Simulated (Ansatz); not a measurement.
A structure relaxed at PBE0-D4/def2-TZVP, charge 0, multiplicity 1:

```xyz
6

S     2.024   -1.290   -0.317
In    0.195    0.056    0.339
S    -1.710    0.467   -1.007
Br    0.287    1.094    2.566
H     1.480   -1.570   -1.514
H    -2.276    1.243   -0.067
```

Give its formula and SMILES.

BrH2InS2, `[SH][In]([SH])[Br]`.

Point group (tolerance 0.08 Å, 0.16 Å for H)?

Cs.

Summarise the bond lengths by kind.

2 × In–S 2.364 to 2.368 Å; 2 × H–S 1.344 to 1.345 Å; 1 × Br–In 2.459 Å.

Results of the Gaussian-basis code of Ansatz.
